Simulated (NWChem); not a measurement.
The numbers come from NWChem runs, not from measurements. System: HClOSn, charge 1, spin multiplicity 2, at the geometry of a parent with another charge or spin, in a state set for the comparison that need not be this species' ground state. Its SCF solution wasn't tested for a lower state. Level: UMP2/def2-SVP with def2 effective core potentials on Sn, 10 core orbitals frozen.

The NWChem input:

```
start mol
memory heap 200 mb stack 900 mb global 1100 mb
charge 1
geometry units angstroms nocenter noautoz
  Sn     0.211600    -0.543826     0.000000
  Cl    -1.534973     1.146962     0.000000
  O      1.759597     0.751935     0.000000
  H      1.437756     1.677478     0.000000
  symmetry group Cs
end
basis spherical
  * library def2-svp
end
ecp
  Sn library def2-ecp
end
scf
  uhf
  nopen 1
  maxiter 100
  thresh 1e-7
  semidirect memsize 60000000 filesize 0
  # guess.movecs holds the orbitals of an unrestricted PBE0 run
  vectors input guess.movecs output mol.movecs
end
mp2
  freeze core 10
end
task mp2 energy
```

Part of the output:

```
             Northwest Computational Chemistry Package (NWChem) 7.3.0
             --------------------------------------------------------

                                NWChem Input Module
                                -------------------

 Scaling coordinates for geometry "geometry" by  1.889725989
 (inverse scale =  0.529177249)

 Turning off AUTOSYM since
 SYMMETRY directive was detected!

                             Geometry "geometry" -> ""
                             -------------------------

 Output coordinates in angstroms (scale by  1.889725989 to convert to a.u.)

  No.       Tag          Charge          X              Y              Z
 ---- ---------------- ---------- -------------- -------------- --------------
    1 Sn                  50.0000     0.21160000    -0.54382600     0.00000000
    2 Cl                  17.0000    -1.53497300     1.14696200     0.00000000
    3 O                    8.0000     1.75959700     0.75193500     0.00000000
    4 H                    1.0000     1.43775600     1.67747800     0.00000000

 Effective nuclear repulsion energy (a.u.)     329.3043685923

            Nuclear Dipole moment (a.u.)
            ----------------------------
        X                 Y               Z
 ---------------- ---------------- ----------------
    -0.0000170075     0.0000226767     0.0000000000

      Symmetry information
      --------------------

 Group name             Cs
 Group number              2
 Group order               2
 No. of unique centers     4

      Symmetry unique atoms

     1    2    3    4


 Summary of "ao basis" -> "" (spherical)
 ------------------------------------------------------------------------------
       Tag                 Description            Shells   Functions and Types
 ---------------- ------------------------------  ------  ---------------------
 *                          def2-svp                  on all atoms

 Summary of "ao basis" -> "ao basis" (spherical)
 ------------------------------------------------------------------------------
       Tag                 Description            Shells   Functions and Types
 ---------------- ------------------------------  ------  ---------------------
 Sn                         def2-svp                10       26   4s4p2d
 Cl                         def2-svp                 8       18   4s3p1d
 O                          def2-svp                 6       14   3s2p1d
 H                          def2-svp                 3        5   2s1p

                                 NWChem SCF Module
                                 -----------------

  ao basis        = "ao basis"
  functions       =    63
  atoms           =     4
  alpha electrons =    24
  beta  electrons =    23
  charge          =   1.00
  wavefunction    = UHF
  use symmetry    = T
  symmetry adapt  = T

 Summary of "ao basis" -> "ao basis" (spherical)
 ------------------------------------------------------------------------------
       Tag                 Description            Shells   Functions and Types
 ---------------- ------------------------------  ------  ---------------------
 Sn                         def2-svp                10       26   4s4p2d
 Cl                         def2-svp                 8       18   4s3p1d
 O                          def2-svp                 6       14   3s2p1d
 H                          def2-svp                 3        5   2s1p

      Symmetry analysis of basis
      --------------------------

        a'         45
        a"         18

 Forming initial guess at       0.1s

   Symmetry analysis of molecular orbitals - initial alpha
   -------------------------------------------------------

  Numbering of irreducible representations:

     1 a'          2 a"

  Orbital symmetries:

     1 a'          2 a'          3 a'          4 a'          5 a'
     6 a"          7 a'          8 a"          9 a'         10 a'
    11 a'         12 a'         13 a"         14 a"         15 a'
    16 a'         17 a'         18 a'         19 a'         20 a'
    21 a"         22 a'         23 a'         24 a"         25 a"
    26 a'         27 a'         28 a'         29 a'         30 a'
    31 a"         32 a'         33 a"         34 a'

   Symmetry analysis of molecular orbitals - initial beta
   ------------------------------------------------------

  Numbering of irreducible representations:

     1 a'          2 a"

  Orbital symmetries:

     1 a'          2 a'          3 a'          4 a'          5 a'
     6 a"          7 a'          8 a"          9 a'         10 a'
    11 a'         12 a'         13 a"         14 a"         15 a'
    16 a'         17 a'         18 a'         19 a'         20 a"
    21 a'         22 a"         23 a'         24 a'         25 a"
    26 a'         27 a'         28 a'         29 a'         30 a'
    31 a"         32 a'         33 a"         34 a'

 Starting SCF solution at       0.1s

 ----------------------------------------------
         Quadratically convergent UHF

 Convergence threshold     :          1.000E-07
 Maximum no. of iterations :          100
 Integral*density screening:          1.000E-09
 ----------------------------------------------

              iter       energy          gnorm     gmax       time
             ----- ------------------- --------- --------- --------
                 1     -747.7806970996  4.11D-01  7.71D-02      0.5
                 2     -747.8092693189  3.07D-02  1.40D-02      0.6
  ga_iter_lsolve: convergence stagnant ... aborting solve
                 3     -747.8109271010  2.18D-02  5.55D-03      0.7
  ga_iter_lsolve: convergence stagnant ... aborting solve
[...]
  ----- ------------  ---------------      ----- ------------  ---------------
    39      0.609815  2 Cl pz                36      0.444916  2 Cl pz
    33      0.255553  2 Cl pz                50     -0.212401  3 O  pz
    53     -0.175455  3 O  pz

 Vector   22  Occ=1.000000D+00  E=-6.653035D-01  Symmetry=a'
              MO Center= -1.2D+00,  9.9D-01, -6.0D-15, r^2= 2.2D+00
   Bfn.  Coefficient  Atom+Function         Bfn.  Coefficient  Atom+Function
  ----- ------------  ---------------      ----- ------------  ---------------
    37      0.539360  2 Cl px                34      0.394228  2 Cl px
    38      0.294759  2 Cl py                31      0.225176  2 Cl px
    35      0.216679  2 Cl py                 3     -0.199915  1 Sn s
    48      0.160085  3 O  px

 Vector   23  Occ=1.000000D+00  E=-6.452764D-01  Symmetry=a'
              MO Center=  2.0D-01,  6.0D-01, -1.5D-13, r^2= 3.6D+00
   Bfn.  Coefficient  Atom+Function         Bfn.  Coefficient  Atom+Function
  ----- ------------  ---------------      ----- ------------  ---------------
    48      0.387447  3 O  px                11     -0.348698  1 Sn px
    38     -0.311576  2 Cl py                51      0.305298  3 O  px
    35     -0.221377  2 Cl py

 Vector   24  Occ=0.000000D+00  E=-3.228282D-01  Symmetry=a'
              MO Center= -1.4D-01, -3.9D-01, -1.7D-14, r^2= 4.0D+00
   Bfn.  Coefficient  Atom+Function         Bfn.  Coefficient  Atom+Function
  ----- ------------  ---------------      ----- ------------  ---------------
     3      0.432029  1 Sn s                 38      0.395498  2 Cl py
     4      0.378499  1 Sn s                 12     -0.293069  1 Sn py
    35      0.234796  2 Cl py                15     -0.217511  1 Sn py
     2     -0.193010  1 Sn s                  1     -0.164217  1 Sn s

 Vector   25  Occ=0.000000D+00  E=-2.014842D-01  Symmetry=a"
              MO Center=  1.6D-01, -5.1D-01,  8.6D-14, r^2= 3.7D+00
   Bfn.  Coefficient  Atom+Function         Bfn.  Coefficient  Atom+Function
  ----- ------------  ---------------      ----- ------------  ---------------
    16      0.631638  1 Sn pz                13      0.513865  1 Sn pz
    39     -0.204037  2 Cl pz                53     -0.180213  3 O  pz
    10     -0.166082  1 Sn pz                 7     -0.158043  1 Sn pz
    50     -0.157453  3 O  pz

 Vector   26  Occ=0.000000D+00  E=-1.064882D-01  Symmetry=a'
              MO Center=  2.2D-01, -6.2D-01,  3.5D-13, r^2= 4.9D+00
   Bfn.  Coefficient  Atom+Function         Bfn.  Coefficient  Atom+Function
  ----- ------------  ---------------      ----- ------------  ---------------
    14      0.854517  1 Sn px                38     -0.408201  2 Cl py
    30      0.389794  2 Cl s                 11      0.347503  1 Sn px
    47     -0.314883  3 O  s                 15     -0.292147  1 Sn py
    37      0.197038  2 Cl px                35     -0.169361  2 Cl py

 center of mass
 --------------
 x =   0.00962679 y =  -0.11449579 z =   0.00000000

 moments of inertia (a.u.)
 ------------------
         328.992615020031         183.859729411384           0.000000000000
         183.859729411384         497.351541996449           0.000000000000
           0.000000000000           0.000000000000         826.344157016479

  Mulliken analysis of the total density
  --------------------------------------

    Atom       Charge   Shell Charges
 -----------   ------   -------------------------------------------------------
    1 Sn  22    20.59   1.60  0.43  1.18  0.26  3.27  2.73  0.76  0.21  9.81  0.36
    2 Cl  17    17.12   2.00  1.99  1.25  0.74  5.94  2.03  3.16  0.01
    3 O    8     8.56   1.99  1.07  0.75  2.76  1.99  0.01
    4 H    1     0.73   0.63  0.04  0.07

  Mulliken analysis of the alpha density
  --------------------------------------

    Atom       Charge   Shell Charges
 -----------   ------   -------------------------------------------------------
    1 Sn  22    10.50   0.80  0.22  0.68  0.16  1.63  1.37  0.44  0.12  4.90  0.18
    2 Cl  17     8.77   1.00  1.00  0.63  0.36  2.97  1.11  1.69  0.01
    3 O    8     4.36   1.00  0.54  0.37  1.44  1.01  0.00
    4 H    1     0.37   0.31  0.02  0.04

   Mulliken analysis of the beta density
   -------------------------------------

    Atom       Charge   Shell Charges
 -----------   ------   -------------------------------------------------------
    1 Sn  22    10.10   0.80  0.21  0.50  0.10  1.64  1.36  0.32  0.09  4.91  0.18
    2 Cl  17     8.35   1.00  1.00  0.62  0.37  2.97  0.91  1.47  0.01
    3 O    8     4.20   1.00  0.53  0.38  1.31  0.98  0.00
    4 H    1     0.36   0.31  0.02  0.03

   Mulliken analysis of the spin density
   -------------------------------------

    Atom       Charge   Shell Charges
 -----------   ------   -------------------------------------------------------
    1 Sn  22     0.40  -0.00  0.01  0.18  0.06 -0.01  0.01  0.13  0.03 -0.01  0.00
    2 Cl  17     0.43  -0.00 -0.00  0.01 -0.01  0.00  0.20  0.23 -0.00
    3 O    8     0.17   0.00  0.01 -0.00  0.13  0.03  0.00
    4 H    1     0.00   0.00  0.00  0.00

       Multipole analysis of the density wrt the origin
       ------------------------------------------------

     L   x y z        total         alpha         beta         nuclear
     -   - - -        -----         -----         ----         -------
     0   0 0 0      1.000000    -24.000000    -23.000000     48.000000

     1   1 0 0     -0.117506      5.665057      5.413703    -11.196266
     1   0 1 0     -1.146203    -14.715300    -15.206025     28.775122
     1   0 0 1      0.000000      0.000000      0.000000      0.000000

     2   2 0 0    -31.514008   -140.043614   -133.860138    242.389745
     2   1 1 0     -1.097898     35.739735     32.671138    -69.508771
     2   1 0 1      0.000000     -0.000000      0.000000      0.000000
     2   0 2 0    -22.046884    -79.820578    -71.525550    129.299244
     2   0 1 1     -0.000000     -0.000000     -0.000000      0.000000
     2   0 0 2    -26.597057    -13.874495    -12.722562      0.000000

                   NWChem MP2 Semi-direct Energy/Gradient Module
                   ---------------------------------------------

  Basis functions       =     63
  Molecular orbitals    =     63
  Frozen core           =     10
  Frozen virtuals       =      0
  Active alpha occupied =     14
  Active beta occupied  =     13
  Active alpha virtual  =     39
  Active beta virtual   =     40
  Use MO symmetry       = T
  Use skeleton AO sym   = T

  AO/Fock/Back tols     =   1.0D-09  1.0D-09  1.0D-09

 GA uses MA = F    GA memory limited = T

 Available:
  local mem=  1.26D+08
 global mem=  1.44D+08
 local disk=  0.00D+00
  mp2_memr nvloc                    39
  nvloc new                    39
   1 passes of  14:        3145728                      22019                   3610134.
   1 passes of  14: M    126146835           G      144171262           F     123001107.

 Semi-direct pass number   1 of   1  for UHF alpha       at        1.8s
  vrange nnbf                  1941
  mp2_eaftype                    13  avail_ma_in_mb                  1099
 EAF : mp2_eaftype filesize          13    1805067.
  mp2_eaf for mointskh                     13
Node 0 wrote      8.5 Mb in      0.0 s     Agg I/O rate:  2276.2 Mb/s
 Done moints_semi at        2.9s
  mp2_eaftype                    13  avail_ma_in_mb                  1086
 EAF : mp2_eaftype filesize          13    1805067.
  mp2_eaf for kh                    13
 Done maket at        3.0s
 Done multipass loop at        3.0s

 GA uses MA = F    GA memory limited = T

 Available:
  local mem=  1.26D+08
 global mem=  1.44D+08
 local disk=  0.00D+00
  mp2_memr nvloc                    40
  nvloc new                    40
   1 passes of  13:        3145728                      21356                   3438549.
   1 passes of  13: M    126146835           G      144171262           F     123001107.

 Semi-direct pass number   1 of   1  for UHF beta        at        3.0s
  vrange nnbf                  1941
  mp2_eaftype                    13  avail_ma_in_mb                  1099
 EAF : mp2_eaftype filesize          13    1719275.
  mp2_eaf for mointskh                     13
Node 0 wrote      8.1 Mb in      0.0 s     Agg I/O rate:  2004.4 Mb/s
 Done moints_semi at        4.2s
  mp2_eaftype                    13  avail_ma_in_mb                  1086
 EAF : mp2_eaftype filesize          13    1719275.
  mp2_eaf for kh                    13
 Done maket at        4.2s
 Done multipass loop at        4.2s

          -------------------------------------------
          SCF energy                -747.811548282583
          Correlation energy          -0.398207368840
          Singlet pairs                0.000000000000
          Triplet pairs                0.000000000000
          Total MP2 energy          -748.209755651423
          -------------------------------------------

          ---------------------------------------------------
                    Spin Component Scaled (SCS) MP2
          Same spin pairs                     -0.107969259898
          Same spin scaling factor             0.333333333333
          Opposite spin pairs                 -0.290238108942
          Opposite spin scaling fact.          1.200000000000
          SCS-MP2 correlation energy          -0.384275484030
          Total SCS-MP2 energy              -748.195823766613
          ---------------------------------------------------

 -----------------------
 Performance information
 -----------------------

 Timer overhead =  1.82D-07 seconds/call

               Nr. of calls         CPU time (s)                 Wall time (s)                GFlops
             ---------------    -------------------     ------------------------------   -------------------
Name         Min   Avg   Max    Min     Avg     Max     Min     Avg     Max   Mx/calls   Min     Max     Sum
mp2: moin     2     2     2    2.3     2.3     2.3      2.3     2.3     2.3     1.1      0.0     0.0     0.0
mp2: make     2     2     2   0.11    0.11    0.11     0.11    0.11    0.11    5.53E-2   0.0     0.0     0.0
mp2: tota     1     1     1    2.4     2.4     2.4      2.4     2.4     2.4     2.4      0.0     0.0     0.0

 The average no. of pstat calls per process was 5.00D+00
 with a timing overhead of 9.08D-07s

 Task  times  cpu:        4.2s     wall:        4.2s

 Total times  cpu:        4.2s     wall:        4.2s
```
